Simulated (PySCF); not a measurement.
Molecular orbitals of RbMg⁺

BP86 at R = 3.979 Å; PySCF, scalar-relativistic core potentials, basis sets Rb def2-SVPD with ECP28, Mg def2-SVPD. State: ¹Σ⁺ (singlet), closed shell. Only the outer orbitals are listed, counted within each symmetry, core potentials removing the inner ones.

```tsv
orbital	occ.	ε (eV)	on Rb (%)	main shells (%)
1π	2	-50.98	0	100 Mg p
1π	2	-50.98	0	100 Mg p
3σ	2	-50.97	0	100 Mg p
4σ	2	-37.41	100	100 Rb s
2π	2	-21.11	100	100 Rb p
2π	2	-21.11	100	100 Rb p
5σ	2	-21.07	100	100 Rb p
6σ	2	-8.56	7	92 Mg s
7σ	0	-5.75	56	56 Rb s, 37 Mg p
3π	0	-4.92	16	83 Mg p, 8 Rb p
3π	0	-4.92	16	83 Mg p, 8 Rb p
```

Question: Which are the highest filled and the lowest empty level, where do they sit, and how wide is the gap?

Answer: Highest filled 6σ at -8.56 eV (in %: 92 Mg s); lowest empty 7σ at -5.75 eV (in %: 56 Rb s, 37 Mg p); the gap at BP86 is 2.81 eV.

| Quantity | Value |
| --- | --- |
| bond order (Mayer) | 0.26 |
| ⟨S²⟩ | 0.000 |
| charge on Rb (Mulliken, basis-dependent) | 0.86 |
| charge on Rb (Löwdin, basis-dependent) | 0.63 |
| dipole moment (positive dipole points towards Mg; it is taken about the centre of mass and depends on that origin) | -0.75 D |

Closed-shell solutions of metal pairs were not tested for spin polarisation, which can lower them a little.
